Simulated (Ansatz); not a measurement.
Relaxation of C3H7BSi (12 atoms, charge 0, multiplicity 1), to a largest force component of 0.015 eV/Å in at most 40 steps.

All numbers below come from Ansatz, RKS B3LYP/def2-SVP.

```xyz
12
Properties=species:S:1:pos:R:3
C -0.134 2.692 1.066
C 0.232 1.605 1.101
B 0.733 0.172 1.146
Si -0.093 -1.233 0.213
C -0.225 -0.849 -1.623
H -0.550 3.745 1.011
H 1.775 -0.071 1.772
H 0.580 -2.499 0.408
H -1.534 -1.339 0.779
H 0.809 -0.753 -1.976
H -0.771 -1.651 -2.123
H -0.744 0.126 -1.739
```

Problem. Where does it end, and by what steps?

Solution. It converged. The force dipped under the threshold on the way, but the program's further checks kept it going. After 26 steps the energy has fallen by 0.719 eV; H7 moved furthest, 1.27 Å. The start is strongly strained (largest force component 11 eV/Å).

```json
{"step": "0", "energy less start (eV)": "0.0000", "largest force component (eV/Å)": "10.713", "accepted": "yes"}
{"step": "1", "energy less start (eV)": "-0.6387", "largest force component (eV/Å)": "0.871", "accepted": "yes"}
{"step": "2", "energy less start (eV)": "-0.6842", "largest force component (eV/Å)": "0.397", "accepted": "yes"}
{"step": "3", "energy less start (eV)": "-0.6938", "largest force component (eV/Å)": "0.098", "accepted": "yes"}
{"step": "4", "energy less start (eV)": "-0.6966", "largest force component (eV/Å)": "0.026", "accepted": "yes"}
{"step": "5", "energy less start (eV)": "-0.6983", "largest force component (eV/Å)": "0.168", "accepted": "yes"}
{"step": "6", "energy less start (eV)": "-0.7006", "largest force component (eV/Å)": "0.093", "accepted": "yes"}
{"step": "7", "energy less start (eV)": "-0.7042", "largest force component (eV/Å)": "0.025", "accepted": "yes"}
{"step": "8", "energy less start (eV)": "-0.7070", "largest force component (eV/Å)": "0.196", "accepted": "yes"}
{"step": "9", "energy less start (eV)": "-0.7039", "largest force component (eV/Å)": "0.274", "accepted": "no"}
{"step": "10", "energy less start (eV)": "-0.7100", "largest force component (eV/Å)": "0.080", "accepted": "yes"}
{"step": "11", "energy less start (eV)": "-0.7120", "largest force component (eV/Å)": "0.049", "accepted": "yes"}
{"step": "12", "energy less start (eV)": "-0.7131", "largest force component (eV/Å)": "0.110", "accepted": "yes"}
{"step": "13", "energy less start (eV)": "-0.7142", "largest force component (eV/Å)": "0.069", "accepted": "yes"}
{"step": "14", "energy less start (eV)": "-0.7158", "largest force component (eV/Å)": "0.052", "accepted": "yes"}
{"step": "15", "energy less start (eV)": "-0.7168", "largest force component (eV/Å)": "0.065", "accepted": "yes"}
{"step": "16", "energy less start (eV)": "-0.7169", "largest force component (eV/Å)": "0.079", "accepted": "yes"}
{"step": "17", "energy less start (eV)": "-0.7173", "largest force component (eV/Å)": "0.086", "accepted": "yes"}
{"step": "18", "energy less start (eV)": "-0.7179", "largest force component (eV/Å)": "0.031", "accepted": "yes"}
{"step": "19", "energy less start (eV)": "-0.7181", "largest force component (eV/Å)": "0.020", "accepted": "yes"}
{"step": "20", "energy less start (eV)": "-0.7183", "largest force component (eV/Å)": "0.024", "accepted": "yes"}
{"step": "21", "energy less start (eV)": "-0.7184", "largest force component (eV/Å)": "0.052", "accepted": "yes"}
{"step": "22", "energy less start (eV)": "-0.7185", "largest force component (eV/Å)": "0.022", "accepted": "yes"}
{"step": "23", "energy less start (eV)": "-0.7186", "largest force component (eV/Å)": "0.008", "accepted": "yes"}
{"step": "24", "energy less start (eV)": "-0.7184", "largest force component (eV/Å)": "0.050", "accepted": "no"}
{"step": "25", "energy less start (eV)": "-0.7186", "largest force component (eV/Å)": "0.008", "accepted": "yes"}
{"step": "26", "energy less start (eV)": "-0.7187", "largest force component (eV/Å)": "0.014", "accepted": "yes"}
```

```xyz
12
Properties=species:S:1:pos:R:3
C 0.270 2.800 0.767
C 0.359 1.626 1.100
B 0.454 0.169 1.466
Si 0.030 -1.325 0.160
C -0.472 -0.758 -1.574
H 0.197 3.835 0.487
H 0.797 -0.122 2.588
H 1.234 -2.216 0.076
H -1.066 -2.155 0.762
H 0.334 -0.169 -2.041
H -0.691 -1.618 -2.227
H -1.371 -0.122 -1.532
```

Whether the end is a true minimum wasn't checked by a vibrational analysis.

The run took 45 s on 2 threads of Intel(R) Xeon(R) Platinum 8488C (Sapphire Rapids) (shared host), peak memory 0.25 GiB.
